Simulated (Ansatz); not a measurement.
Calculated with Ansatz (gas phase, PBE0-D4/def2-TZVP geometries, no zero-point term in ΔE). CCSD(T)/CBS adds triple-zeta CCSD(T) − MP2 to the extrapolated MP2 energy (def2 sets, frozen cores). Functionals use def2-TZVPP. For Br outer-core shells are correlated without core-valence functions, which leaves a few kJ/mol of doubt a bond. Scalar relativity is left out up to krypton. Each species was taken in one conformer, which may not be the lowest.

Reaction (substitution at a C–C bond): `CC(F)(F)CC(F)F` + HBr → `FC(F)CBr` + `CC(F)F`

| level | ΔE (kcal/mol) | difference from CCSD(T)/CBS |
| --- | --- | --- |
| r2SCAN-D4 | 11.0 | 0.3 |
| ωB97M-V | 11.3 | 0.6 |
| PBE0 | 9.4 | -1.3 |
| HF/def2-TZVPP | 8.8 | -1.9 |
| SCS-MP2/def2-TZVPP | 9.4 | -1.3 |
| CCSD/def2-TZVPP | 10.7 | 0.0 |
| CCSD(T)/def2-TZVPP | 10.8 | 0.1 |
| SCS-MP2/def2-QZVPP | 9.3 | -1.4 |
| HF/CBS(def2) | 8.7 | -2.0 |
| MP2/CBS(def2) | 10.0 | -0.7 |
| CCSD(T)/CBS | 10.7 | 0 |

Largest T1 diagnostic among the species: 0.011.

The D4 term adds +1.1 kcal/mol with B3LYP and +0.7 kcal/mol with PBE0; it sums over pairs of atoms, weighted by their polarisabilities, and B3LYP, whose exchange is more repulsive, gets the larger term. In def2-TZVPP, CCSD(T) changes the Hartree–Fock value by +2.0 kcal/mol (the triples alone add +0.1 kcal/mol) and MP2 by +1.3 kcal/mol. From PBE to PBE0 (25 % exact exchange), in def2-TZVPP and without D4, ΔE moves by +0.8 kcal/mol.

B3LYP here is the variant with VWN-RPA as its local correlation; programs differ in this.
